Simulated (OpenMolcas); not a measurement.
**neutral oxygen: the spin-orbit constant, worked from levels**

- Program: OpenMolcas 26.06
- Basis: ANO-RCC-VTZP [4s3p2d1f]
- Scalar Hamiltonian: DKH2, point nucleus
- Active space: 4 electrons in 3 orbitals (2p)
- State averaging: 2S+1 = 3 even, 3 roots; 2S+1 = 1 even, 6 roots
- Spin-orbit coupling: RASSI with atomic mean-field integrals over the reference wave functions, term energies averaged over their components

Methods: CASSCF; SS-CASPT2, IPEA 0.25 Eh, imaginary shift 0.1 Eh (closed shells correlated: 1s 2s). Measured levels: NIST Handbook of Basic Atomic Spectroscopic Data.

**The spin-orbit constant.** For the Hund term ³P of p4, E(J) = (A/2) J(J+1) + constant and ζ = -2S·A = -2A. From J = 0 to J = 2 the energy changes by 3 A.

```csv
Source,E(2) - E(0),A,ζ
CASSCF,-222.6,-74.2,148
SS-CASPT2,-222.4,-74.1,148
measured,-227.0,-75.7,151
```

All in cm-1. SS-CASPT2 is off by -2.0 % and CASSCF by -1.9 %. Both methods take the spin-orbit matrix elements from the reference wave functions, so the second can move ζ only through the term energies and any multistate remixing. Second-order mixing with other terms is absorbed into this ζ.

With the s shell closed, the reference lacks s² → p² mixing. Without dynamic correlation excited terms often stand tens of per cent too high (terms of higher spin than the ground term too low), and those without a measured partner can miss by more than the paired ones (holds for CASSCF). Measured partners are found by configuration, term and J. A level has none where our copy of the source lacks it or the pairing is in doubt (some pairs that miss far off the trend of their configuration count as doubtful), and it then counts in no deviation. Levels of configurations outside the active space are missing.
